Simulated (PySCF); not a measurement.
OSr, SMILES [O]=[Sr].

Coordinates come from a B3LYP-D3(BJ)/def2-TZVPD optimisation. The def2 effective core potentials stand for the cores of Sr; spin–orbit coupling is left out.

Method: TDDFT-B3LYP/def2-TZVPD run with PySCF.

Vertical excitations; the highest root listed may be one member of a degenerate set. Isolated molecule, no solvent. State labels are in the subgroup C2v.

```tsv
state	symmetry	energy (eV)	λ (nm)	f	main pairs
S1	A1	1.68	737	0.044	HOMO→LUMO 96 %
S2	B2	1.74	712	0.002	HOMO−1→LUMO (degenerate set)
S3	B1	1.74	712	0.002	HOMO−2→LUMO (degenerate set)
S4	B1	3.16	393	0.025	HOMO→LUMO+1 (degenerate set)
S5	B2	3.16	393	0.025	HOMO→LUMO+2 (degenerate set)
S6	A1	3.50	354	0.000	HOMO−1→LUMO+2, HOMO−2→LUMO+1 (degenerate set)
S7	A2	3.50	354	0.000	HOMO−1→LUMO+1, HOMO−2→LUMO+2 (degenerate set)
S8	A1	3.51	353	0.000	HOMO−2→LUMO+1 41 %, HOMO−1→LUMO+2 41 %, HOMO→LUMO+3 16 %
S9	A2	3.55	350	0.000	HOMO−2→LUMO+2 50 %, HOMO−1→LUMO+1 50 %
S10	A1	3.69	336	0.165	HOMO→LUMO+3 77 %
T1	A1	1.24	1001	0	HOMO→LUMO 99 %
T2	B2	1.65	752	0	HOMO−1→LUMO (degenerate set)
T3	B1	1.65	752	0	HOMO−2→LUMO (degenerate set)
T4	B2	3.16	393	0	HOMO→LUMO+2 99 %
```
Triplets are in the Tamm–Dancoff approximation, which puts them higher than full response would, so one can lie above its singlet here.
